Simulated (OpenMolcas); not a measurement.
## Ta3+ in MgO

Ta3+ with its 6 nearest oxide ions at 2.102 Å, on the Mg site of MgO (a = 4.2112 Å, distance in the model lattice 2.106 Å). The rest of the host is ab initio model potentials to 7.6 Å, with orthogonalisation functions on the cations behind the ligands, and point charges beyond; the distance is set by hand and nothing relaxes, and no local charge compensation is placed. Ligand basis ANO-RCC-VDZP.

```yaml
Program: OpenMolcas 26.06
Method: SS-CASPT2, IPEA 0.25 Eh, imaginary shift 0.1 Eh (the lowest 17 gerade and 15 ungerade orbitals frozen, chosen by energy and not by shell, so the metal 5p can be frozen and 4f correlated)
Basis: ANO-RCC-VTZP [8s7p5d3f2g1h]
Scalar_Hamiltonian: DKH2, point nucleus
Active_space: 2 electrons in 5 orbitals (5d)
State_averaging: 2S+1 = 3 even, 10 roots; 2S+1 = 1 even, 15 roots
Spin-orbit_coupling: RASSI with atomic mean-field integrals over the reference wave functions
```

The lowest spin-free states (labels of O, the rotations of Oh), above the lowest:

```csv
State,Degeneracy,E (cm-1)
3T1,3,0
1T2,3,5730
1E,2,5920
1A1,1,14060
3T2,3,38800
3T1,3,44420
1T2,3,45010
1T1,3,46950
3A2,1,78990
1E,2,85750
1A1,1,93690
```

The lowest levels with spin-orbit coupling:

```
E (cm-1)  Degeneracy      2S+1
       0           2         3
     110           3         3
    2660           3         3
    3290           1         3
    7480           3         1
    7780           2         1
   16090           1         1
   39590           1         3
   40010           3         3
   40830           3         3
   40880           2         3
   44950           1         3
   45500           3  1 (53 %)
   45500           3         3
   47130           2         3
   48230           3  3 (53 %)
   49060           3         1
   81070           3         3
   87780           2         1
   95730           1         1
```

Powder χT (cm3 K/mol): 0.00347 at 2 K, 0.0174 at 10 K, 0.0844 at 50 K, 0.136 at 100 K, 0.184 at 200 K, 0.218 at 300 K. The effective moment at 300 K is 2.828 √(χT) = 1.32 μB.

The lowest level has 2S+1 = 3, for which the spin-only value is χT = S(S+1) / 2 = 1.000 cm3 K/mol (g = 2). The computed 0.218 at 300 K differs by -0.782, through orbital momentum, spin-orbit coupling and any other state in reach. With a threefold ground state the orbital momentum is unquenched, so the spin-only value is not expected to hold.

A least-squares ligand-field fit to the states below 45000 cm-1, each weighted by its degeneracy and with a free common offset, gives 10Dq = 40013 cm-1, B = 454 cm-1 and C = 1500 cm-1 (C/B = 3.30), with an rms deviation of 48 cm-1.

Roots that are degenerate in the reference are averaged as groups; the widest CASPT2 spread within a group is 120 cm-1 (the 3-fold group of multiplicity 3 near 0 cm-1 above the lowest state of its run). Shifts and gaps below about the spread of the groups concerned are not significant. Over all roots computed the reference weight is 0.70 to 0.71; a low but even weight reflects the number of correlated electrons. An orbital triplet at a regular site is open to Jahn-Teller coupling, which can distort the site and quench the lowest spin-orbit gaps and is left out. The least metal-like active orbital is 76 % on the metal (Löwdin) and no ligand orbital is active, so the numbers are rough. Ligand-to-metal charge-transfer states are missing. With no ligand orbital active B as a rule stays too high, so bands that hang on it stand too high and its fall with covalency is understated. With one d shell and no ligand orbital active, 10Dq can be off by a tenth or more. No measured value stands beside these numbers; the geometry was set by hand and not optimised.
